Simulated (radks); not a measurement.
Task: The tellurium anion Te2-, [Xe], held by a Watson sphere: a shell of charge +2.86 at radius R that stands for the Madelung well of a crystal (potential energy -2.86/R inside, -2.86/r outside, in hartree with lengths in bohr). All-electron calculation, scalar-relativistic Kohn-Sham, LDA (Slater exchange, VWN5 correlation), spin-polarised, spherical densities, point nucleus. Program: a radial shooting solver on a logarithmic mesh with Libxc functionals. Response by self-consistent Sternheimer equations with the Hartree and adiabatic LDA kernel, the relativistic mass of each level held fixed and spin-orbit coupling left out. The sphere does not respond.

| R (bohr) | e(4d) (eV) | e(5s) (eV) | e(5p) (eV) | <r> 5p (bohr) | sum of <r^2> (bohr^2) | X-ray form factor at sin(theta)/lambda = 0.1 1/angstrom | alpha (bohr^3) |
|---|---|---|---|---|---|---|---|
| 3.43 | -45.229 | -20.330 | -11.872 | 2.767 | 82.51 | 49.072 | 50.47 |
| 3.63 | -44.787 | -19.733 | -11.343 | 2.816 | 84.67 | 48.997 | 55.93 |
| 4.84 | -42.559 | -16.911 | -8.628 | 3.061 | 96.41 | 48.670 | 99.38 |
| 4.99 | -42.325 | -16.635 | -8.348 | 3.086 | 97.73 | 48.642 | 106.1 |

Estimate the row for R = 5.83 bohr.

Result: e(4d) (eV) -41.161; e(5s) (eV) -15.311; e(5p) (eV) -6.979; <r> 5p (bohr) 3.210; sum of <r^2> (bohr^2) 104.8; X-ray form factor at sin(theta)/lambda = 0.1 1/angstrom 48.521; alpha (bohr^3) 150.9.
